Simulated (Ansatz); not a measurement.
Cost and result for the atomization energy of Cl2Ga2H6N2 (`[Cl][Ga@H-]1[NH2+][Ga@@H-]([Cl])[NH2+]1`) (12 atoms, 12 bonds).

Cartesian coordinates in Å:
```
Cl 2.697 -0.847 -0.997
Ga 1.380 0.014 0.497
N -0.202 -1.205 0.625
Ga -1.449 0.136 -0.183
Cl -2.010 -0.644 -2.129
N 0.170 1.276 -0.477
H 1.928 0.535 1.857
H -0.096 -2.024 0.034
H -0.440 -1.532 1.554
H -2.509 0.727 0.790
H 0.409 1.343 -1.461
H 0.123 2.220 -0.112
```

The species carries charge 0 and has multiplicity 1. Correlated methods include outer-core shells of Ga, which these sets cover unevenly. Scalar relativity is left out up to krypton. The structure was optimised at the PBE0-D4/def2-TZVP level. Program: Ansatz. All runs use 2 threads of an AMD EPYC 7R13 on a shared host and a share of an NVIDIA H100 80 GB. Times are those of one run each, without the atoms' runs, and a repeat can differ threefold. Electronic energies, without spin–orbit coupling; frozen cores. CCSD(T)/CBS adds CCSD(T) − MP2 in def2-TZVPP to the MP2 limit, and its time is that of the two runs behind it. T1 = 0.011. With those shells the extrapolation isn't a true limit. B3LYP takes the VWN-RPA correlation (the form of Gaussian; ORCA's B3LYP/G). HSE06 is the plane-wave form, built on full-range PBE exchange.

CCSD(T)/CBS is a level of theory with its own doubt, some kJ/mol a heavy atom from the limit and from the frozen cores, so smaller differences don't rank the functionals.

| level | functions | wall time | atomization (kcal/mol) | difference from CCSD(T)/CBS | per bond |
| --- | --- | --- | --- | --- | --- |
| BHLYP-D4/def2-TZVPP | 326 | 2.7 s | 866.2 | -32.9 | -2.7 |
| PBE-QIDH/def2-TZVPP | 326 | 3.1 s | 889.3 | -9.8 | -0.8 |
| CCSD(T)/def2-SVP | 158 | 3.3 s | 837.0 | -62.1 | -5.2 |
| B3LYP-D4/def2-TZVPP (with forces) | 326 | 3.8 s | 883.6 | -15.5 | -1.3 |
| HSE06-D4/def2-TZVPP | 326 | 3.8 s | 887.9 | -11.2 | -0.9 |
| ωB97X-V/def2-TZVPP | 326 | 3.9 s | 900.1 | 1.0 | 0.1 |
| CAM-B3LYP-D4/def2-TZVPP | 326 | 4.5 s | 892.4 | -6.7 | -0.6 |
| revPBE-D4/def2-TZVPP | 326 | 4.9 s | 874.7 | -24.4 | -2.0 |
| r2SCAN-D4/def2-TZVPP (with forces) | 326 | 4.9 s | 893.9 | -5.2 | -0.4 |
| LDA (SPW92)/def2-TZVPP | 326 | 6 s | 1018.6 | 119.5 | 10.0 |
| MP2/def2-QZVPP | 612 | 7.5 s | 903.8 | 4.7 | 0.4 |
| CCSD(T)/def2-TZVPP | 326 | 12 s | 877.2 | -21.9 | -1.8 |
| CCSD(T)/CBS(def2) | – | 20 s | 899.1 | 0.0 | 0.0 |

At CCSD(T), def2-SVP lies −62.0 kcal/mol from the extrapolated value and def2-TZVPP −21.9 kcal/mol: correlation converges slowly with the basis, and small sets miss more of it in the bonded molecule than in its fragments. In def2-TZVPP, CCSD(T) changes the Hartree–Fock value by +249.4 kcal/mol (the triples alone add +14.9 kcal/mol) and MP2 by +263.4 kcal/mol; breaking electron pairs costs correlation energy, which Hartree–Fock lacks. Leaving LDA and LC-ωPBE aside and taking each functional with its dispersion term where it has one, the values spread over 33.9 kcal/mol, from BHLYP-D4 to ωB97X-V. LDA lies +131.0 kcal/mol from PBE without D4, its usual overbinding.
